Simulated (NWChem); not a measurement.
System: CH$_{4}$OSe; SMILES CO[SeH]

Here is an NWChem input.

```
start job
memory heap 200 mb stack 900 mb global 1100 mb
geometry units angstroms noautosym nocenter noautoz
  Se    -0.013161    -0.726063     0.053273
  H     -0.431216    -0.820654    -1.366436
  O      0.641061     0.955922    -0.029635
  C     -0.317651     1.982243     0.029037
  H     -0.961127     1.912313     0.923940
  H      0.244866     2.928306     0.069589
  H     -0.967687     1.999726    -0.865718
end
basis spherical
  Se library def2-tzvp
  H library def2-tzvp
  O library def2-tzvp
  C library def2-tzvp
end
dft
  xc xpbe96 cpbe96
  iterations 150
end
property
  efieldgrad
end
task dft property
```

All runs use the structure optimised with PBE0/def2-SVP.

Vzz is the largest principal value of the second derivative of the potential at the nucleus (NWChem prints the opposite sign); η is the asymmetry. Non-relativistic.

Atoms are numbered as in the input.

**Question.** Predict the main results of this run. (PBE/def2-TZVP.) Quantities: Vzz Se1 (a.u.); η Se1; Vzz O3 (a.u.); η O3.

**Answer.** 
```json
{
  "Vzz Se1 (a.u.)": "-7.321",
  "η Se1": "0.76",
  "Vzz O3 (a.u.)": "-1.885",
  "η O3": "0.97"
}
```
